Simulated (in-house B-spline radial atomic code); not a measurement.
Ionising P⁸⁺ with different functionals

Computed with an all-electron radial atomic-structure program (B-spline basis): non-relativistic Hamiltonian, point nucleus, spin-polarised at highest spin, spherical fractional occupations for the functionals, and exact exchange of hybrids averaged over the configuration. The ionisation energy is the difference of two self-consistent energies, [He] 2s2 2p3 → [He] 2s2 2p2, without Breit or QED terms; ε is the level of the shell that loses the electron (its least bound occupied spin orbital).

```json
{"method": "PBE0", "rung": "global hybrid", "ΔSCF (eV)": "373.32", "-ε(2p) (eV)": "354.53"}
{"method": "B3LYP", "rung": "global hybrid", "ΔSCF (eV)": "373.54", "-ε(2p) (eV)": "353.31"}
{"method": "TPSSh", "rung": "global hybrid", "ΔSCF (eV)": "373.77", "-ε(2p) (eV)": "351.02"}
{"method": "M06-2X", "rung": "global hybrid", "ΔSCF (eV)": "372.28", "-ε(2p) (eV)": "361.09"}
{"method": "BHandHLYP", "rung": "global hybrid", "ΔSCF (eV)": "373.47", "-ε(2p) (eV)": "361.36"}
{"method": "r2SCAN0", "rung": "global hybrid", "ΔSCF (eV)": "375.15", "-ε(2p) (eV)": "356.77"}
{"method": "B97-1", "rung": "global hybrid", "ΔSCF (eV)": "373.32", "-ε(2p) (eV)": "353.44"}
{"method": "HSE06", "rung": "range-separated hybrid", "ΔSCF (eV)": "373.23", "-ε(2p) (eV)": "354.01"}
{"method": "wB97X", "rung": "range-separated hybrid", "ΔSCF (eV)": "373.09", "-ε(2p) (eV)": "355.60"}
{"method": "CAM-B3LYP", "rung": "range-separated hybrid", "ΔSCF (eV)": "373.46", "-ε(2p) (eV)": "355.26"}
{"method": "LC-wPBE", "rung": "range-separated hybrid", "ΔSCF (eV)": "373.16", "-ε(2p) (eV)": "353.59"}
```

(1) Among the functionals, which spreads more, the ΔSCF values or the orbital energies?

(2) How do they compare with the NIST value?

## Answers

(1) The orbital energies: ΔSCF values span about 2.87 eV and the orbital energies 10.34 eV.

(2) NIST lists 372.3 eV ± 0.21 (semi-empirical, ground level to ground level). Errors run from -0.03 to +2.84 eV; M06-2X is closest (-0.03 eV), but part of that can be cancellation, since the calculations leave out relativity, Breit-QED terms, multiplet and fine-structure energies.
